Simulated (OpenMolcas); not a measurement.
A run on Ni4+ among 4 point charges of -1.5 e arranged as a tetrahedron (Td), 2.03 Å from the ion.

* Program: OpenMolcas
* Method: CASSCF
* Basis: ANO-RCC-VDZP [5s4p2d1f]
* Scalar Hamiltonian: DKH2, point nucleus
* Active space: 6 electrons in 5 orbitals (3d)
* State averaging: 2S+1 = 5 even, 5 roots; 2S+1 = 3 even, 45 roots; 2S+1 = 1 even, 50 roots
* Spin-orbit coupling: state interaction with AMFI integrals over the reference wave functions

34 basis functions. Blocks (2S+1, parity, CSFs, roots kept): 5, even, 5, 5; 3, even, 45, 45; 1, even, 50, 50.

Q: How long do the RASSCF and RASSI steps take on 1 thread of Arm Neoverse V2 (shared host)?

A: About 21 s of wall time, without the integral step.
